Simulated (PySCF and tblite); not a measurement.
Values are calculated unless marked as measured or tabulated.
System: C₃H₉NSi, numbered as in [CH2:1]1[CH2:2][SiH2:3][CH2:4][NH:5]1.

Motion: pyramidal inversion at N5. GFN2-xTB gives an electronic barrier of 6.3 kcal/mol and a reaction energy of 0.8 kcal/mol.

Problem. What does PBE0/pcSseg-1 + D3(BJ) give on PBE0-D3(BJ)/def2-SVP geometries?

Solution. A barrier of 4.1 kcal/mol, 2.2 below the tight-binding barrier (from unrounded values), a reaction energy of -0.8 kcal/mol and, with GFN2-xTB thermal terms, ΔG‡(298 K) = 2.5 kcal/mol and k = 9.8×10¹⁰ s⁻¹ (1 equivalent path).

Problem. And the level of the geometries itself, PBE0-D3(BJ)/def2-SVP?

Solution. 3.5 kcal/mol.

Programs: tblite and PySCF.
